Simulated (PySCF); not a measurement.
Cartesian coordinates in Å; atom numbers follow the order of the lines, from 1:
```xyz
19

C     2.1041   -0.7944   -0.3625
C     0.9174   -0.7864    0.5660
O    -0.0391    0.2358    0.1969
C    -1.0702   -0.1657   -0.7373
C    -2.2446   -0.7798   -0.0230
Al    0.2186    2.1100    0.5020
Br    1.8189    2.1526    2.1124
Br   -1.8489    2.8063    1.1388
Br    0.8788    2.8192   -1.5583
H     2.7933   -1.5987   -0.0653
H     2.6479    0.1596   -0.3065
H     1.8080   -0.9652   -1.4080
H     0.3732   -1.7419    0.5698
H     1.2130   -0.5544    1.5975
H    -0.6047   -0.8457   -1.4669
H    -1.3534    0.7484   -1.2789
H    -1.9625   -1.6902    0.5263
H    -2.6780   -0.0572    0.6825
H    -3.0152   -1.0543   -0.7583
```

Geometry: PBE0-D3(BJ)/def2-SVP; GIAO shifts from PySCF, gas phase, non-relativistic, averaged over equivalent atoms.

At WP04/pcSseg-1 (282 basis functions, 66 s wall time on 1 thread of an x86-64 server CPU, shared host):
```json
{"atoms": "C2/C4", "δ (ppm)": "72.7"}
{"atoms": "C1/C5", "δ (ppm)": "15.9"}
{"atoms": "O3", "δ (ppm)": "55.4"}
{"atoms": "Al6", "δ (ppm)": "40.9"}
{"atoms": "Br7/Br8/Br9", "δ (ppm)": "-182.1"}
{"atoms": "H13/H14/H15/H16", "δ (ppm)": "4.12"}
{"atoms": "H10/H11/H12/H17/H18/H19", "δ (ppm)": "1.53"}
```

δ = σ(ref) − σ, references computed at the same level: TMS for $^{13}$C (σref 172.44) and $^{1}$H (σref 31.56); $^{17}$O (σref 317.54) against H2O; $^{27}$Al (σref 483.51) against AlH4-; $^{79}$Br (σref 2455.27) against HBr.

What do these become at PBE0/pcSseg-1?

Results:


```csv
atoms,δ at PBE0/pcSseg-1,change
C2/C4,69.6,-3.1
C1/C5,14.2,-1.7
O3,62.2,+6.8
Al6,54.5,+13.6
Br7/Br8/Br9,-55.2,+126.9
H13/H14/H15/H16,4.20,+0.08
H10/H11/H12/H17/H18/H19,1.50,-0.03
```

Referencing at the same level of theory: $^{13}$C (184.41 ppm) and $^{1}$H (31.27 ppm) vs TMS; $^{17}$O (334.56 ppm) against H2O; AlH4- for $^{27}$Al (489.28 ppm); $^{79}$Br (2584.45 ppm) against HBr.

The largest change is at Br7/Br8/Br9 (bromine bonded to Al). Cost: 282 basis functions, 69 s wall time on 1 thread of an x86-64 server CPU, shared host.

Relativistic effects, spin–orbit coupling among them, are left out; they matter for Br and for the light atoms bonded to it. Experimental scales use liquid or dissolved standards, which lie at an offset from isolated H2O (liquid H2O: subtract about 36 ppm).
